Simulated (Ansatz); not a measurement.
Basis-set series for C2H7GeNSi, SMILES `C[SiH]([GeH3])C#N`. The species carries charge 0 and has multiplicity 1. The structure was optimised at the PBE0-D4/def2-TZVP level.

```tsv
functional	basis	functions	energy (Eh)	HOMO (eV)	LUMO (eV)
PBE0-D4	def2-TZVPP	281	-2501.19483	-8.44	-0.68
PBE0-D4	def2-QZVPP	540	-2501.25670	-8.45	-0.74
ωB97M-V	def2-TZVPP	281	-2501.53602	-10.47	1.18
ωB97M-V	def2-QZVPP	540	-2501.59581	-10.48	0.94
```

Q: Give the rows for def2-SVP. (Estimate.)

A: Ansatz gave: 
| functional | basis | functions | energy (Eh) | HOMO (eV) | LUMO (eV) |
| --- | --- | --- | --- | --- | --- |
| PBE0-D4 | def2-SVP | 127 | -2500.67833 | -8.42 | -0.46 |
| ωB97M-V | def2-SVP | 127 | -2501.01185 | -10.41 | 1.53 |

Positive LUMOs are unbound and depend on the basis. Scalar relativity is left out up to krypton.
